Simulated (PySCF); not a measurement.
Gas-phase reaction: ZrCl4.H2O + 3 H2O2 = ZrCl2(OH)2 + 3 H2O + 2 ClO

Method: PySCF energies (xtb for GFN2) plus ideal-gas RRHO corrections (1 bar). S°(298 K) at PBE0/def2-TZVP differs from the NASA 1993 table for H2O2 (-8 J/mol/K); whether the harmonic model or the table's entry is off was not settled. † marks an energy on the PBE0/def2-TZVP geometry and frequencies; other levels use their own. Open shells (unrestricted): ClO (multiplicity 2, electronic degeneracy 4); the rest are closed-shell singlets. GFN2 has no spin-polarisation term. Spin-orbit splitting is ignored; it lowers the true energy and changes the entropy of ClO. B3LYP is the form with VWN-RPA correlation. Zr: scalar-relativistic def2 core potential, no spin-orbit coupling. No R ln 2 is added for the mirror-image form of H2O2. Adducts (ZrCl4.H2O) have no counterpoise correction, and HF, PBE, BLYP, B3LYP and PBE0 lack dispersion. ZrCl4.H2O, ZrCl2(OH)2: computed as isolated molecules; such fragments, hydroxides, amides, oligomers or adducts are transient or little studied in the gas. The harmonic model lacks anharmonicity and excited electronic states, which grow with temperature; levels with a mode under 35 cm⁻¹ are left out. Internal rotation in H2O2 is treated as a harmonic vibration of one conformer, which makes the entropy rough. Soft modes under 120 cm⁻¹ make the harmonic entropy rough for ZrCl4.H2O, ZrCl2(OH)2. Warning, point group unlike the PBE0 one: H2O2 (GFN2-xTB).

```
level              ΔE electronic, kJ  ΔH°(298 K), kJ  ΔS°(298 K), J/K  ΔG°(2000 K), kJ
-----------------  -----------------  --------------  ---------------  ---------------
B3LYP/def2-TZVP†                 -80            -108              288             -681
BLYP/def2-TZVP†                  -89            -118              288             -690
GFN2-xTB                         367             343              287             -220
M06-2X/def2-TZVP†                -21             -50              288             -622
PBE/def2-SVP                      53              29              281             -522
PBE/def2-TZVP†                   -49             -77              288             -649
PBE0/def2-TZVP                   -51             -80              288             -652
LDA/def2-TZVP†                    30               1              288             -571
```
ΔH° is lowest at BLYP/def2-TZVP† and highest at GFN2-xTB. No reference value is set beside these.
